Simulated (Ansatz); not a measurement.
Input file for Ansatz (a quantum-chemistry and plane-wave program): U-CCSD(T)/cc-pVDZ on BrFGe (SMILES [F][Ge][Br]), a point of a bond scan (R = 4.142 Å). The run froze 29 orbitals, filled d shells among them.

Ansatz 0.2 input:
```yaml
crystal:
  periodic: [false, false, false]
  atoms:
    - {symbol: Ge, position_ang: [0.54012837, -0.45604254, 0.81246222]}
    - {symbol: F, position_ang: [1.49051706, -1.32798058, -0.38782963]}
    - {symbol: Br, position_ang: [-1.94003433, 1.66929125, -1.73476290]}
basis:
  gaussian:
    orbitals: cc-pVDZ
correlation: {method: ccsd_t, electrons: outside_noble_gas}
scf: {omitted_lower_state_checks: [cluster_reference]}
magnetization: {spin_polarized: true, initial_magnetization: 0}
```

Question: Give the final energy of this run.

Answer: -4747.5293 hartree (reference determinant -4747.1505, T1 diagnostic 0.044). Its determinant has ⟨S²⟩ = 0.95, a mixture of spin states.

Question: How many basis functions does it have, and what does it roughly cost on one machine?

Answer: 68 functions; roughly 28 core-seconds.
